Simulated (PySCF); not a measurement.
## Gas-phase thermal properties of S8

Computed with PySCF (xtb for GFN2) and rigid-rotor harmonic-oscillator thermochemistry at 1 bar. 'Table' is the NASA 1993 thermochemical table (part measured, part estimated). S°(298 K) at PBE0/def2-TZVP differs from the NASA 1993 table for S8 (-8 J/mol/K); whether the harmonic model or the table's entry is off was not settled. 6-31G* has spherical d functions here. All species are closed-shell singlets. B3LYP is the form with VWN-RPA correlation. The harmonic model lacks anharmonicity and excited electronic states, which grow with temperature; levels with a mode under 35 cm⁻¹ are left out. Soft modes under 120 cm⁻¹ make the harmonic entropy rough for S8. The table's entry may be an old estimate for S8 (not checked at source).

```
level           point group  σ  ZPE (kJ/mol)  S°298 (J/mol/K)  Cp298 (J/mol/K)  S°1000 (J/mol/K)  H1000 − H298 (kJ/mol)
--------------  -----------  -  ------------  ---------------  ---------------  ----------------  ---------------------
table                     -  -             -            430.3            156.0             638.5                  122.2
B3LYP/6-31G*            D4d  8          30.9            431.3            158.4             640.6                  122.8
GFN2-xTB                D4d  8          30.0            441.0            158.9             650.5                  122.8
HF/6-31G*               D4d  8          37.2            413.2            149.3             617.4                  120.3
PBE/def2-SVP            D4d  8          29.0            439.7            160.8             650.2                  123.3
PBE0/def2-TZVP          D4d  8          33.7            422.8            154.3             629.8                  121.7
```
σ: rotational symmetry number. Electronic degeneracy used: 1. Frequencies are unscaled.
